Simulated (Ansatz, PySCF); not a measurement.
Gas-phase reaction in SMILES: CCOC=O -> [CH2]COC=O + H atom (the C-H bond at the site shown breaks; other sites are not compared here)
Each molecule is optimised on its own at B3LYP-D3(BJ)/def2-TZVP (Ansatz, a first-principles code), one conformer each, not searched for the lowest.
Geometry of the first species:
SMILES: CCOC=O
```xyz
11

C     -2.1634     0.3523    -0.1675
C     -0.8389    -0.2557     0.2267
O      0.2076     0.5270    -0.4008
C      1.4624     0.1343    -0.1637
O      1.7944    -0.7977     0.5146
H     -2.2955     0.3318    -1.2497
H     -2.9771    -0.2138     0.2889
H     -2.2335     1.3870     0.1698
H     -0.6824    -0.2386     1.3060
H     -0.7441    -1.2895    -0.1078
H      2.1555     0.8036    -0.6915
```
Charge 0, spin multiplicity 1.

Quantity: bond dissociation energy (enthalpy at 298 K, with B3LYP-D3(BJ) rigid-rotor harmonic-oscillator terms from PySCF), in kJ/mol. Valence correlation only, unless marked. UHF or UKS for open shells. No spin-orbit coupling. Non-relativistic. CBS marks a two-point X^-3 extrapolation of the correlation energy; Hartree-Fock from the larger set. [CCSD(T)-MP2]/basis is that difference in the basis named.

| level | program | bond dissociation energy (kJ/mol) |
|---|---|---|
| HF/STO-3G | Ansatz | 435.7 |
| HF/6-31G* | Ansatz | 324.6 |
| HF-D3(BJ)/def2-TZVPD | PySCF + dftd3 | 330.6 |
| HF-D4/def2-TZVPD | PySCF + dftd4 | 324.6 |
| PBE/def2-TZVPD | Ansatz | 411.8 |
| revPBE-D3(BJ)/def2-TZVPD | Ansatz + dftd3 | 407.1 |
| B3LYP-D3(BJ)/def2-TZVPD | Ansatz + dftd3 | 420.5 |

Problem. What does RI-MP2/CBS(cc-pVTZ,cc-pVQZ)+[CCSD(T)-MP2]/cc-pVTZ (Ansatz) give?

Solution. 432.8 kJ/mol
